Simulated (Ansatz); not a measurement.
Cost and result for the atomization energy of C3H8GeO (`CC(C)[O][GeH]`) (13 atoms, 12 bonds).

Z-matrix (Å, degrees):
```
C
C 1 1.515
H 1 1.093 2 110.7
H 1 1.092 2 110.7 3 120.3
H 1 1.093 2 110.1 3 -120.1
C 2 1.515 1 112.3 3 59.1
O 2 1.420 1 108.7 3 179.4
H 2 1.102 1 108.8 3 -61.4
H 6 1.092 2 110.7 1 -179.2
H 6 1.093 2 110.7 1 -58.9
H 6 1.093 2 110.1 1 61.2
Ge 7 1.782 2 120.7 1 119.3
H 12 1.600 7 92.1 2 179.9
```

Charge 0, multiplicity 1. Correlated methods include outer-core shells of Ge, which these sets cover unevenly. Scalar relativity is left out up to krypton. Geometry: relaxed with PBE0-D4/def2-TZVP. It is one conformer, not always the lowest. Program: Ansatz. All runs use 4 threads of an AMD EPYC 7R43 on a shared host. Times are those of one run each, without the atoms' runs, and a repeat can differ threefold. Electronic energies, without spin–orbit coupling; frozen cores. CCSD(T)/CBS adds CCSD(T) − MP2 in def2-TZVPP to the MP2 limit, and its time is that of the two runs behind it. T1 = 0.015. With those shells the extrapolation isn't a true limit. B3LYP takes the VWN-RPA correlation (the form of Gaussian; ORCA's B3LYP/G). HSE06 is the plane-wave form, built on full-range PBE exchange.

CCSD(T)/CBS is a level of theory with its own doubt, some kJ/mol a heavy atom from the limit and from the frozen cores, so smaller differences don't rank the functionals.

| level | functions | wall time | atomization (kJ/mol) | difference from CCSD(T)/CBS | per bond |
| --- | --- | --- | --- | --- | --- |
| LDA (SPW92)/def2-TZVPP | 284 | 2.4 s | 5552.6 | 691.3 | 57.6 |
| revPBE-D4/def2-TZVPP | 284 | 3.6 s | 4833.0 | -28.3 | -2.4 |
| PBE-D4/def2-TZVPP (with forces) | 284 | 4.3 s | 4944.4 | 83.1 | 6.9 |
| BHLYP-D4/def2-TZVPP | 284 | 6 s | 4718.9 | -142.4 | -11.9 |
| HSE06-D4/def2-TZVPP | 284 | 6.5 s | 4861.0 | -0.3 | 0.0 |
| B3LYP-D4/def2-TZVPP (with forces) | 284 | 9 s | 4856.3 | -5.0 | -0.4 |
| r2SCANh-D4/def2-TZVPP | 284 | 9.5 s | 4832.4 | -28.9 | -2.4 |
| PBE-QIDH/def2-TZVPP | 284 | 12 s | 4820.3 | -41.0 | -3.4 |
| B2PLYP/def2-TZVPP | 284 | 13 s | 4804.8 | -56.5 | -4.7 |
| CCSD(T)/def2-SVP | 128 | 20 s | 4635.6 | -225.7 | -18.8 |
| MP2/def2-QZVPP | 557 | 56 s | 4863.9 | 2.6 | 0.2 |
| CCSD(T)/def2-TZVPP | 284 | 8.1 min | 4747.8 | -113.5 | -9.5 |
| CCSD(T)/CBS(def2) | – | 9 min | 4861.3 | 0.0 | 0.0 |

At CCSD(T), def2-SVP lies −225.7 kJ/mol from the extrapolated value and def2-TZVPP −113.5 kJ/mol: correlation converges slowly with the basis, and small sets miss more of it in the bonded molecule than in its fragments. From PBE to PBE0 (25 % exact exchange), in def2-TZVPP and without D4, the atomization energy moves by −81.8 kJ/mol: exact exchange takes away binding that semilocal exchange gives to molecules. In def2-TZVPP, CCSD(T) changes the Hartree–Fock value by +1205.2 kJ/mol (the triples alone add +69.0 kJ/mol) and MP2 by +1254.5 kJ/mol; breaking electron pairs costs correlation energy, which Hartree–Fock lacks.

For some Ge, Se and Sn compounds the MP2-based and the directly extrapolated limit differ by 10 to 25 kJ/mol.
